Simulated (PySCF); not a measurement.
# Trend along group 14: MAl cations

PBE with double-zeta basis sets in PySCF, for the lowest determinant that a PBE0 search found; no spin–orbit coupling. De refers to high-spin ground-configuration atoms (the charge goes to the atom of lower measured ionisation energy or higher electron affinity, which is not always the lowest computed limit). A positive dipole points towards Al; it is taken about the centre of mass and depends on that origin.

| M | basis | charged atom | state (unpaired electrons) | Re (Å) | ωe (cm⁻¹) | De (eV) | μ (D) |
| --- | --- | --- | --- | --- | --- | --- | --- |
| Si | def2-SVP | Al+ | triplet (σ ↑, π ↑) | 2.778 | 211 | 1.18 | 1.53 |
| Ge | def2-SVP | Al+ | triplet (σ ↑, π ↑) | 2.823 | 180 | 1.27 | 4.19 |
| Sn | x2c-SVPall | Al+ | triplet (σ ↑, π ↑) | 3.006 | 160 | 1.41 | 4.66 |
| Pb | def2-SVP | Al+ | triplet (σ ↑, π ↑) | 3.069 | 154 | n/a | 5.15 |

The shortest bond is that of AlSi⁺ (2.778 Å), the longest that of AlPb⁺ (3.069 Å).

The rows differ in basis set, which adds steps of its own.

Down a group the atoms grow and get heavier, so bonds lengthen and wavenumbers fall; this series shows no clear exception.

These are scalar-relativistic numbers at best; spin–orbit coupling would shift them, the dissociation energy most. For an ion De counts to the pair picked by the measured ionisation energies or electron affinities, which need not be the lowest pair at this level. States were picked by a PBE0 search and need not be the measured ground states.
